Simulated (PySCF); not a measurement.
Compound: C9H12O.
SMILES with atom numbers: `[O:1]=[C:2]1[CH:3]=[CH:4][C@@H:5]([CH:6]2[CH2:7][CH2:8][CH2:9]2)[CH2:10]1`

Cartesian coordinates in Å at the GFN2-xTB level; atoms count from 1:
```
atom  x, y, z in Å
O1     3.896    0.883    0.290
C2     2.868    0.252    0.255
C3     2.513   -0.922    1.064
C4     1.270   -1.317    0.796
C5     0.583   -0.449   -0.213
C6    -0.614    0.259    0.426
C7    -1.829   -0.614    0.789
C8    -2.748    0.403    0.095
C9    -1.513    1.088   -0.511
C10    1.679    0.529   -0.653
H11    3.197   -1.362    1.767
H12    0.756   -2.145    1.254
H13    0.217   -1.053   -1.051
H14   -0.265    0.845    1.278
H15   -1.815   -1.580    0.286
H16   -2.002   -0.772    1.851
H17   -3.462   -0.008   -0.615
H18   -3.279    1.039    0.799
H19   -1.363    0.839   -1.560
H20   -1.460    2.168   -0.394
H21    1.373    1.572   -0.569
H22    1.988    0.363   -1.686
```

Definitions: NICS(0) = −σiso at the ring centroid; NICS(1) = −σiso and NICS(1)zz = −σzz at ±1 Å along the ring normal z. Level: GIAO PBE0/pcSseg-1 (PySCF, non-relativistic, gas phase) on the GFN2-xTB geometry, one conformer.

Rings: 1. C2–C3–C4–C5–C10; 2. C6–C7–C8–C9.

| set | NICS(0) | NICS(1), two faces | NICS(1)zz, two faces |
| --- | --- | --- | --- |
| P | 0.6 | -0.2 / -0.1 | 3.9 / 6.0 |
| Q | 1.4 | -3.5 / -3.2 | -4.4 / -4.7 |

Task: Which set (ppm) belongs to which ring?

Result: P = 2, Q = 1.
- 1 (5-membered carbocycle; formal bonds 1 double, 4 single): mean NICS(1)zz -4.5 ppm, shielded. C5, C10 have four or more neighbours, and the NICS criterion for π rings isn't applied.
- 2 (4-membered carbocycle; formal bonds all single): mean NICS(1)zz 4.9 ppm, deshielded. C6, C7, C8, C9 have four or more neighbours, so the value isn't read as a sign of a π ring current.

Task: How do the rings differ in shape?

Result: 
```tsv
ring	bond lengths (Å)	rms pucker (Å)	HOMA	nearest outside atom to a NICS(1) probe (Å)
1	1.470, 1.331, 1.498, 1.534, 1.522	0.03	–	hydrogen 1.84
2	1.539, 1.536, 1.536, 1.540	0.08	–	hydrogen 1.52
```

Time: 95 s of wall time. Hardware: Arm Neoverse N1, one thread (shared host). This is the whole shielding run at PBE0/pcSseg-1, SCF included.
